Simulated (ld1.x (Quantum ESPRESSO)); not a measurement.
**Before and after: RRKJ potential for Se (Z = 34)**

* Element: Se (Z = 34)
* Generator: ld1.x (Quantum ESPRESSO) 7.5
* Type: norm-conserving RRKJ (Kleinman–Bylander form)
* Functional: LDA (PZ)
* Relativity: scalar-relativistic
* Frozen core: [Ar] 3d10
* Valence charge: 6
* Reference configuration: 4s2 4p4
* Partial waves: 4s (bound): rc 1.60 bohr; 4d channel at 0.25 Ry: rc 1.30 bohr; 4p (bound): rc 1.40 bohr
* Local potential: the p channel
* Core correction: a·sin(br)/r model core inside 1.15 bohr
* rho0: 0.005

Change: wave 4s (bound): rc 1.60 bohr becomes 4s (bound): rc 2.06 bohr.

Cutoffs: the cutoffs (Ry, on a coarse ladder) from which the occupation-weighted sum of valence levels, in a spherical-Bessel basis at the reference potential, stays within 10 and 1 mRy of its value at 400 Ry; they do not see the model core or the augmentation charge, which bear on the density cutoff. Errors are all-electron minus pseudo energies relative to the spin-unpolarised reference configuration.

Question: How do hardness, ghosts and transferability respond?

Answer: The potential gets neither clearly harder nor softer (50 Ry and 90 Ry → 45 Ry and 90 Ry); the bound ghosts move from d, s to d; of the 9 tests that both files solve, the error grows in 4 and shrinks in 3 by more than 15 % and 0.3 meV (median size 2.7 → 9.0 meV).

| quantity | base | changed |
| --- | --- | --- |
| cutoff, loose | 50 Ry | 45 Ry |
| cutoff, tight | 90 Ry | 90 Ry |
| loose cutoff by channel (10 mRy a level) | s 35 Ry, p 12 Ry | s 18 Ry, p 12 Ry |
| bound ghosts | s, d | d |
| error for 4s2 4p3, meV [ΔE 11.01 eV] | -1.8 | -1.5 |
| error for 4s2 4p2, meV [ΔE 31.57 eV] | -13 | -11 |
| error for 4s2 4p1, meV [ΔE 62.72 eV] | -57 | -48 |
| error for 4s2 4p0, meV [ΔE 105.30 eV] | -186 | -162 |
| error for 4s2 4p3.5, meV [ΔE 4.39 eV] | -0.5 | -0.5 |
| error for 4s0 4p6, meV [ΔE 22.09 eV] | -1.4 | -20 |
| error for 4s1 4p4, meV [ΔE 22.59 eV] | -3.5 | -9.0 |
| error for 4s2 4p4 (spin-polarised), meV [ΔE -0.59 eV] | +2.6 | +3.1 |
| error for 4s2 4p3 (spin-polarised), meV [ΔE 9.37 eV] | +2.7 | +4.6 |

 A true bound ghost makes a file unfit for plane-wave use even where its test errors are small: the radial tests pick states by their node count and pass the ghost by.
